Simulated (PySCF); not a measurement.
Ge(Br)(OH)2(NH2), H4BrGeNO2, SMILES [NH2][Ge]([OH])([OH])[Br], PBE0/def2-SVP optimised geometry.

```
9

N      0.99    -0.65     0.00
Ge    -0.81    -0.65     0.00
O     -1.43     1.00     0.00
O     -1.24    -1.55    -1.45
Br    -1.87    -1.59     1.82
H      1.43    -0.30     0.85
H      1.40    -1.53    -0.27
H     -0.97     1.53    -0.66
H     -2.17    -1.82    -1.45
```

Density from PBE0/def2-TZVP in PySCF at that geometry.

Minimum of the electron density along straight lines between bonded atoms, close to the bond critical point (lines longer than 1.1 times the sum of covalent radii, or with two minima, are not listed):

```
bond     length / Å  ρ at the minimum / e bohr⁻³  ∇²ρ there / e bohr⁻⁵  position (fraction from the first atom)
-------  ----------  ---------------------------  --------------------  ---------------------------------------
N1–Ge2        1.802                        0.152                   [?]                                     0.53
Ge2–O3        1.762                        0.151                  0.68                                     0.47
Ge2–O4        1.761                        0.151                  0.68                                     0.47
Ge2–Br5       2.305                          [?]                   [?]                                     0.43
N1–H6         1.016                        0.331                 -1.61                                     0.74
N1–H7         1.017                        0.330                 -1.62                                     0.74
O3–H8         0.965                        0.353                 -2.37                                     0.81
O4–H9         0.964                        0.355                 -2.41                                     0.81
```

**Question.** What belongs in the gaps?

**Answer.** 
- N1–Ge2, ∇²ρ there / e bohr⁻⁵: 0.46
- Ge2–Br5, ρ at the minimum / e bohr⁻³: 0.094
- Ge2–Br5, ∇²ρ there / e bohr⁻⁵: 0.06
